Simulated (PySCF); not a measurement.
Species: C₅H₇FNO (charge +1).
SMILES: `C[N+]1=COC=C1CF`

All values: wB97X-D/def2-SVPD (PySCF, non-relativistic), on one gas-phase PBE0-D3(BJ)/def2-SVP geometry that isn't relaxed in the solvent. The solvent is an IEF-PCM continuum (van der Waals radii × 1.2), and excitations are vertical TDDFT with non-equilibrium linear response and a frozen core. Only the electrostatic response of the medium enters.

Gas-phase singlets (H = HOMO, L = LUMO):

| state | E (eV) | λ (nm) | f | leading configuration |
| --- | --- | --- | --- | --- |
| S1 | 6.229 | 199 | 0.129 | H→L 96% |
| S2 | 7.379 | 168 | 0.067 | H→L+1 73% |
| S3 | 8.267 | 150 | 0.039 | H-1→L 79% |
| S4 | 8.335 | 149 | 0.197 | H-2→L 38% |
| S5 | 8.477 | 146 | 0.014 | H-3→L 56% |

Problem. What are the lowest 5 singlets in tetrahydrofuran (ε = 7.426)?

Solution. 
```json
{"state": "S1", "E (eV)": "6.235", "λ (nm)": "199", "f": "0.160", "leading configuration": "H→L 97%", "change by rank (eV)": "+0.006"}
{"state": "S2", "E (eV)": "7.276", "λ (nm)": "170", "f": "0.124", "leading configuration": "H→L+1 80%", "change by rank (eV)": "-0.103"}
{"state": "S3", "E (eV)": "8.323", "λ (nm)": "149", "f": "0.457", "leading configuration": "H-1→L 59%", "change by rank (eV)": "+0.056"}
{"state": "S4", "E (eV)": "8.533", "λ (nm)": "145", "f": "0.024", "leading configuration": "H→L+2 78%", "change by rank (eV)": "+0.198"}
{"state": "S5", "E (eV)": "8.587", "λ (nm)": "144", "f": "0.003", "leading configuration": "H-2→L 44%", "change by rank (eV)": "+0.110"}
```

Problem. Give the list for dichloromethane (ε = 8.93), n² = 2.03.

Solution. 
| state | E (eV) | λ (nm) | f | leading configuration | change by rank (eV) |
| --- | --- | --- | --- | --- | --- |
| S1 | 6.235 | 199 | 0.161 | H→L 97% | +0.006 |
| S2 | 7.272 | 170 | 0.127 | H→L+1 80% | -0.107 |
| S3 | 8.322 | 149 | 0.462 | H-1→L 61% | +0.055 |
| S4 | 8.525 | 145 | 0.025 | H→L+2 78% | +0.190 |
| S5 | 8.596 | 144 | 0.003 | H-2→L 45% | +0.119 |

Problem. How do the frontier levels move from gas to dichloromethane?

Solution. 
| orbital | gas (eV) | solvent (eV) | change (eV) |
| --- | --- | --- | --- |
| LUMO+2 | -1.83 | 1.90 | +3.73 |
| LUMO+1 | -3.27 | 0.71 | +3.98 |
| LUMO | -4.44 | -0.27 | +4.17 |
| HOMO | -15.00 | -10.94 | +4.06 |
| HOMO-1 | -16.59 | -12.76 | +3.83 |
| HOMO-2 | -16.99 | -13.04 | +3.95 |
| HOMO-3 | -17.01 | -13.35 | +3.66 |

The HOMO–LUMO gap goes from 10.57 to 10.67 eV. Rows go by rank; for HOMO-3, HOMO-2 and HOMO-1 the atom shares or the degeneracy differ between the runs, so the row needn't follow one orbital.

Conformer computed: `[CH3:1][n+:2]1[cH:3][o:4][cH:5][c:6]1[CH2:7][F:8]`: C5–C6–C7–F8 -125°.
